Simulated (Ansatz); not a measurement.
Reaction (formal exchange of groups at a C–Si bond): `C[SiH2]CC=S` + `CO[SiH](F)[SeH]` → `CO[Si](C)(F)[SeH]` + `[SiH3]CC=S`

Gas-phase electronic energies from Ansatz, PBE0-D4/def2-TZVP geometries. CCSD(T)/CBS is the MP2 limit (def2-TZVPP, def2-QZVPP) plus CCSD(T) − MP2 in def2-TZVPP, frozen cores. DFT in def2-TZVPP. For Se outer-core shells are correlated without core-valence functions, which leaves a few kJ/mol of doubt a bond. Scalar relativity is left out up to krypton. Each species was taken in one conformer, which may not be the lowest.

```tsv
level	ΔE (kcal/mol)
B2PLYP	-2.2
PBE	-2.1
```

(1) What does CCSD(T)/CBS give? (Best estimate.)

Largest T1 diagnostic among the species: 0.016.

Answers

(1) Ansatz gave: -2.4 kcal/mol. The listed levels differ from it by 0.2, 0.3 kcal/mol.
